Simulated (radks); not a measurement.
Values are calculated unless marked as measured or tabulated.
The nuclear charge of the samarium ion Sm+ is varied continuously with 61 electrons held in [Xe] 4f6 6s1. Code: a radial shooting solver on a logarithmic mesh with Libxc functionals. Model: Dirac Kohn-Sham, LDA (Slater exchange, Perdew-Wang correlation), spin-unpolarised, spherical densities, finite nucleus; open shells are shared between the two j in proportion to 2j + 1; Fermi nuclear charge, rms radius 5.0819 fm. By the Hellmann-Feynman theorem dE/dZ = E(electron-nucleus)/Z, the electronic potential at the nucleus (averaged over a nucleus of fixed radius).

| Z | E (hartree) | E(electron-nucleus)/Z (hartree) | HOMO | e(HOMO) (eV) | <r> HOMO (bohr) |
|---|---|---|---|---|---|
| 61.6 | -10262.3779 | -408.025 | 4f7/2 | -3.519 | 1.107 |
| 61.8 | -10344.1784 | -409.978 | 4f7/2 | -5.928 | 1.055 |
| 62 | -10426.3689 | -411.927 | 4f7/2 | -8.598 | 1.014 |
| 62.2 | -10508.9490 | -413.873 | 6s1/2 | -10.074 | 3.738 |
| 62.4 | -10591.9182 | -415.819 | 6s1/2 | -11.539 | 3.625 |
| 62.6 | -10675.2766 | -417.765 | 6s1/2 | -13.066 | 3.522 |
| 62.8 | -10759.0241 | -419.710 | 6s1/2 | -14.651 | 3.426 |
| 63 | -10843.1608 | -421.657 | 6s1/2 | -16.290 | 3.339 |

The central difference of E at Z = 62 is -411.926 hartree, to compare with the third column; the second derivative is -9.74 hartree.
